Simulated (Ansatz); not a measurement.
One change: `F[CH]([AlH2])[SiH3]` becomes `FC([SiH3])S`.

Ansatz, PBE0-D4/def2-TZVP geometries, multiplicity 1. Each molecule was computed in one conformer, which needn't be the lowest.

```
                                      property  `F[CH]([AlH2])[SiH3]`
size of the dipole moment (PBE/def2-TZVPP) / D                   1.20
zero-point energy (PBE0-D4/def2-TZVP) / kJ/mol                  148.3
         HOMO–LUMO gap (B3LYP/def2-TZVPP) / eV                   5.57
           HOMO energy (B3LYP/def2-TZVPP) / eV                  -7.50
            LUMO energy (PBE0/def2-TZVPP) / eV                  -1.71
           LUMO energy (B3LYP/def2-TZVPP) / eV                  -1.93
```

Give the same properties after the change, and the shifts. (Estimate.)

Computed: 
| property | `FC([SiH3])S` | shift |
| --- | --- | --- |
| size of the dipole moment (PBE/def2-TZVPP) / D | 1.30 | 0.10 |
| zero-point energy (PBE0-D4/def2-TZVP) / kJ/mol | 142.0 | -6.3 |
| HOMO–LUMO gap (B3LYP/def2-TZVPP) / eV | 6.91 | 1.34 |
| HOMO energy (B3LYP/def2-TZVPP) / eV | -7.33 | 0.17 |
| LUMO energy (PBE0/def2-TZVPP) / eV | -0.19 | 1.52 |
| LUMO energy (B3LYP/def2-TZVPP) / eV | -0.42 | 1.51 |

With PBE0 the HOMO rises by 0.15 eV and the LUMO rises by 1.52 eV, so the gap widens by about 1.37 eV. PBE moves the HOMO by 0.03 eV and ωB97M-V by 0.15 eV. The zero-point energy changes by -6.3 kJ/mol with -3 modes. Dipoles are sizes alone; their direction can turn.

B3LYP here is the variant with VWN-RPA as its local correlation; programs differ in this.
